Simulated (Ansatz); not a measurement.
Gas-phase reaction in SMILES: [I][Ge][I] → [I][Ge][I] as doublet, charge -1 (an electron is taken up)
Each molecule is optimised on its own at B3LYP-D3(BJ)/def2-TZVP (Ansatz, a first-principles code). A spin state is the lowest found, not a proven ground state.

Property: adiabatic electron affinity (electronic energy difference), positive where the reaction releases energy, in eV. Valence correlation only, unless marked. Open shells are spin-unrestricted. No spin-orbit coupling. Frozen are the shells of the preceding noble gas and the d and f shells that filled before the atom's block. In def2 rows, elements after Kr have scalar-relativistic effective core potentials. Anions need diffuse functions: def2-D sets add few; the other sets have none. CBS(X,Y): correlation extrapolated as X^-3; Hartree-Fock from the larger set. [CCSD(T)-MP2]/basis is that difference in the basis named.

```json
[
 {"level": "BHLYP-D4/def2-TZVPD", "program": "Ansatz + dftd4", "adiabatic electron affinity (eV)": "1.93"}
]
```

Question: Estimate the value at RI-MP2/CBS(def2-TZVPPD,def2-QZVPPD)+[CCSD(T)-MP2]/def2-TZVPPD as computed with Ansatz.

Answer: 1.92 eV
